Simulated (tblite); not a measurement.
C5H7NSi.
Atom-mapped SMILES: `[N:1]#[C:2][C@@:3]12[CH2:4][C@@H:5]1[C@@H:6]2[SiH3:7]` (hydrogens: H8, H9 on C4; H10 on C5; H11 on C6; H12, H13, H14 on Si7)

Structure optimised with GFN2-xTB, isolated species.

(1) What internal coordinates does the optimisation give?

Answers

(1) 
| bond | length (Å) | order |
| --- | --- | --- |
| N1≡C2 | 1.149 | triple |
| C2–C3 | 1.388 | single |
| C3–C4 | 1.505 | single |
| C4–C5 | 1.487 | single |
| C5–C6 | 1.495 | single |
| C6–Si7 | 1.898 | single |
| C3–C5 | 1.505 | single |
| C3–C6 | 1.517 | single |
| C4–H8 | 1.082 | single |
| C4–H9 | 1.084 | single |
| C5–H10 | 1.071 | single |
| C6–H11 | 1.092 | single |
| Si7–H12, Si7–H13, Si7–H14 | 1.462 | single |

Bonds in one row agree within 0.01 Å and their mean is given. Orders are formal, as drawn. A selection of angles:
| angle | degrees |
| --- | --- |
| N1–C2–C3 | 178.0 |
| C2–C3–C4 | 131.1 |
| C2–C3–C5 | 133.9 |
| C2–C3–C6 | 130.9 |
| C4–C3–C5 | 59.2 |
| C4–C3–C6 | 97.3 |
| C5–C3–C6 | 59.3 |
| C3–C4–C5 | 60.4 |
| C3–C4–H8 | 118.2 |
| C3–C4–H9 | 117.3 |
| C5–C4–H8 | 119.6 |
| C5–C4–H9 | 117.6 |
| H8–C4–H9 | 113.7 |
| C4–C5–C6 | 99.1 |
| C4–C5–H10 | 129.7 |
| C6–C5–H10 | 130.1 |
| C3–C5–C4 | 60.4 |
| C3–C5–C6 | 60.8 |
| C3–C5–H10 | 130.6 |
| C5–C6–Si7 | 126.2 |
| C5–C6–H11 | 113.2 |
| Si7–C6–H11 | 111.5 |
| C3–C6–C5 | 59.9 |
| C3–C6–Si7 | 123.8 |
| C3–C6–H11 | 113.1 |
| C6–Si7–H12 | 106.1 |
| C6–Si7–H13 | 106.5 |
| C6–Si7–H14 | 113.5 |
| H12–Si7–H13 | 111.7 |
| H12–Si7–H14 | 109.4 |

Torsions: C2–C3–C4–C5 123° (anticlinal); C3–C4–C5–C6 49° (synclinal); C4–C5–C6–Si7 63° (synclinal); C2–C3–C5–C4 -119° (anticlinal); C2–C3–C6–C5 -123° (anticlinal).

Of the pairs four or more bonds apart, Si7···H8 is among the closest relative to their van der Waals radii: 2.87 Å, 87 % of the sum of Bondi's values. The C–C distances run from 1.388 Å (C2–C3, drawn single) to 1.517 Å (C3–C6, drawn single), a spread of 0.129 Å. The 3-membered ring C3–C5–C6 has internal angles of 59.3° to 60.8°. Si7 (SiH3 silicon) is distorted tetrahedral (angles from 106.1° to 113.5°). The 3-membered ring C3–C4–C5 has internal angles of 59.2° to 60.4°.

Point group: C1 (no symmetry element, even within 0.4 Å). GFN2-xTB frequencies show an imaginary mode (59i cm⁻¹), so the point is no minimum at that level.

These are computed values.
